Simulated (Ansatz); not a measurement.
Input for Ansatz (a quantum-chemistry and plane-wave program): R-PBE0/def2-TZVPP on GeI2 (SMILES [I][Ge][I]). Elements past Kr take the def2 small-core potentials; no spin–orbit coupling.

Ansatz 0.2 input:
```yaml
crystal:
  periodic: [false, false, false]
  atoms:
    - {symbol: Ge, position_ang: [0.00518516, 0.00513213, -1.07687197]}
    - {symbol: I, position_ang: [2.01253038, -0.00641778, 0.54816700]}
    - {symbol: I, position_ang: [-2.01771553, 0.00128565, 0.52870498]}
basis:
  gaussian:
    orbitals: def2-TZVPP
hamiltonian:
  xc: {name: PBE0}
scf: {lower_state_search: off}
```

It printed:

```
WARN ansatz: RAYON_NUM_THREADS=4 ignored (pool sized by the plan → 4); use --threads N
Functional definition: PBE0
these checks for a lower state are left out or cut short: stability, starts, cluster_reference, orbital_swaps, neighbouring_geometries, increment
integrals: 0.08 GiB planned
1237 factors; their error is unknown
mean field: 0.77 GiB planned
mean field evaluation 1: about -72714.6331 eV, gradient 1.7e1 eV
mean field evaluation 2: about -72712.7284 eV, gradient 3.3e1 eV
mean field evaluation 4: about -72715.3552 eV, gradient 9.3e-1 eV
mean field evaluation 8: about -72716.1841 eV, gradient 1.0e0 eV
mean field evaluation 16: about -72716.1847 eV, gradient 2.5e-5 eV
mean field -72716.18472266 eV, -2672.2704997575 hartree, gradient 1.1e-6 eV, S^2 0.000000; 0 other end points of the search recorded, 0 dependent functions left out
reference -72716.18474455 eV, -2672.2705005619 hartree; 41, 41 occupied and 107, 107 virtual orbitals, 1237 factors
Total energy: -72716.18474455 eV, -2672.2705005619 hartree
Checks for a lower state left out: stability, starts, cluster_reference, orbital_swaps, neighbouring_geometries, increment
```

The run converged.

Cost: roughly 5 core-seconds.
